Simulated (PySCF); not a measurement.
Compound: phenylvinylnitrile, C₉H₇N.
Numbering: `[N:1]#[C:2]/[CH:3]=[CH:4]\[c:5]1[cH:6][cH:7][cH:8][cH:9][cH:10]1` (hydrogens: H11 on C3; H12 on C4; H13 on C6; H14 on C7; H15 on C8; H16 on C9; H17 on C10)

The geometry is computed with GFN2-xTB (gas phase).

Task: What internal coordinates does the optimisation give?

Result: 
```
           bond  length (Å)     order
          N1≡C2       1.149    triple
          C2–C3       1.403    single
          C3=C4       1.344    double
          C4–C5       1.450    single
  C5–C6, C5–C10       1.399  aromatic
  C6–C7, C9–C10       1.381  aromatic
   C7–C8, C8–C9       1.386  aromatic
         C3–H11       1.084    single
         C4–H12       1.084    single
C6–H13, C10–H17       1.079    single
 C7–H14, C9–H16       1.080    single
         C8–H15       1.080    single
```

Bonds in one row agree within 0.01 Å and their mean is given. Orders are formal, as drawn. A selection of angles:
```
    angle  degrees
 N1–C2–C3    175.4
 C2–C3–C4    127.9
 C3–C4–C5    129.3
 C4–C5–C6    123.8
C4–C5–C10    117.9
C6–C5–C10    118.3
 C5–C6–C7    120.5
 C6–C7–C8    120.5
 C7–C8–C9    119.7
C5–C10–C9    121.0
```

Dihedral angles: C2–C3–C4–C5 0° (synperiplanar); C3–C4–C5–C6 3° (synperiplanar). The mirror-image conformer, all signs reversed, is as good.

The 9 C–C bonds span 1.344 Å (C3=C4, drawn double) to 1.450 Å (C4–C5, drawn single), a spread of 0.106 Å. The 6-membered ring C5–C6–C7–C8–C9–C10 has internal angles of 118.3° to 121.0° (sum 720°, against 720° for a flat polygon); it is planar, 0.00 Å rms from its mean plane, widest ring torsion 0°. Of the pairs four or more bonds apart, C2···H13 is among the closest relative to their van der Waals radii: 2.31 Å, 80 % of the sum of Bondi's values.

Point group: near Cs, missed by 0.15 Å at most; the miss may be what the optimiser left on a soft mode. GFN2-xTB frequencies: not computed here. One conformer, not necessarily the lowest.
